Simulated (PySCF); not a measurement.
C3H7NSi, SMILES NCC#C[SiH3].

The structure is a stationary point at PBE0-D3(BJ)/def2-SVP. One conformer was computed; it need not be the lowest.

These are PBE/def2-TZVP in PySCF values and carry that method's errors.

| Quantity | Result |
|---|---|
| total energy | -462.40184 hartree |
| highest occupied level | -5.92 eV |
| lowest empty level | -1.03 eV |
| orbital gap | 4.89 eV |
| dipole moment | 0.44 D |
| quadrupole, principal values (traceless, Buckingham form, about the centre of nuclear charge) | -4.92, 2.09, 2.83 D·Å |
| mean static polarisability | 75.1 bohr³ (11.13 Å³) |
| polarisability, principal values | 56.1, 59.9, 109.4 bohr³ |
